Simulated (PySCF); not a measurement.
**Broadened absorption spectrum of C5H6ClFS**

Compound: C5H6ClFS.
Numbering: `[F:1][C@@H:2]1[CH2:3][CH2:4][C@H:5]([Cl:6])[C:7]1=[S:8]` (hydrogens: H9 on C2; H10, H11 on C3; H12, H13 on C4; H14 on C5)

Method used: TDDFT wB97X-D/def2-SVPD, vertical, gas phase, core orbitals frozen in the response (PySCF 2.14.0, density-fitted response routines). Geometry: GFN2-xTB, one conformer, isolated molecule.

Computed states:

| state | E (eV) | f |
| --- | --- | --- |
| S1 | 2.13 | 0.0001 |
| S2 | 4.95 | 0.087 |
| S3 | 5.15 | 0.0008 |
| S4 | 5.59 | 0.116 |
| S5 | 5.99 | 0.026 |
| S6 | 6.40 | 0.036 |
| S7 | 6.62 | 0.046 |
| S8 | 6.81 | 0.0012 |

Broadening: Gaussians 0.5 eV wide at half height, area fixed by f = 4.319×10⁻⁹ ∫ε dν̃. The cross-section is σ = 3.8235×10⁻²¹ ε cm², given in Mb (10⁻¹⁸ cm²). The width is an assumption, not a result. The curve ends short of the highest state used, and states not computed would add to its high-energy end.

(1) Give the broadened spectrum and its maxima.

(2) Does any computed singlet lie in the visible range?

(3) Coming from long wavelengths, where does ε first pass 100 L mol⁻¹ cm⁻¹?

(4) On this curve, what absorbance would a 10⁻⁵ mol/L sample give at 633 nm over a 1 cm path?

Answers

(1) 
E (eV), σ (Mb) and a bar:
```
     1.38       0.00 
     1.54       0.00 
     1.71       0.00 
     1.88       0.01 
     2.04       0.01 
     2.21       0.01 
     2.38       0.01 
     2.54       0.00 
     2.71       0.00 
     2.88       0.00 
     3.04       0.00 
     3.21       0.00 
     3.38       0.00 
     3.54       0.00 
     3.71       0.00 
     3.88       0.00 
     4.05       0.00 
     4.21       0.04 
     4.38       0.52 #
     4.55       3.17 ####
     4.71       9.74 ############
     4.88      17.32 #####################
     5.05      17.09 #####################
     5.21      13.43 ################
     5.38      17.31 #####################
     5.55      24.55 ##############################
     5.71      22.52 ############################
     5.88      14.29 #################
     6.05       9.61 ############
     6.21      10.03 ############
```

Maxima: 250 nm (4.96 eV), ε about 4800, made up of S2 (98%); 221 nm (5.60 eV), ε about 6600, made up of S4 (96%) (ε in L mol⁻¹ cm⁻¹; maxima over ε = 5, shares over 10%). At its high-energy end, 6.21 eV, the curve is still rising (ε about 2600, from S5, S6 and S7).

(2) S1 lies in the visible range (380 to 750 nm), at 583 nm, dark in the vertical dipole picture (f under 0.0005); light of that wavelength is yellow, and its complementary colour is blue; a Tamm–Dancoff triplet lies at 738 nm, without intensity as long as spin–orbit coupling is left out.

(3) At about 284 nm (4.36 eV), 2.23 eV above S1.

(4) 633 nm is 1.959 eV, where ε is about 2.8 L mol⁻¹ cm⁻¹, so A = ε c l ≈ 2.8e-05 (Beer–Lambert, with the gas-phase spectrum and the assumed width).
